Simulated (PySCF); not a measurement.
All values below come from PBE0-D4/def2-TZVP in PySCF. All species are isolated molecules in the gas phase. One relaxed conformer stands for a flexible species; it need not be the lowest. Delta-SCF ions had no search for a lower state. Excitations are Tamm–Dancoff values on a coarser integration grid. The basis has no diffuse functions, so Rydberg states are missing or too high.

Reference species (SMILES): `NC(=O)[SiH2]O` (O–C–Si–O torsion 0°, C–Si–O–H torsion 0°) (neutral, multiplicity 1).

```json
{
  "T1 excitation (TDA)": "4.31 eV",
  "vertical ionisation energy (Delta-SCF)": "9.59 eV"
}
```

Changed species: `O[SiH2][N+]#[C-]` (X = isocyano; the reference has X = carbamoyl).

Q: What does the change do to the T1 excitation (TDA) and vertical ionisation energy (Delta-SCF)?

A: the T1 excitation (TDA) increases by 0.85 eV, to 5.16 eV; the vertical ionisation energy (Delta-SCF) increases by 1.76 eV, to 11.35 eV.
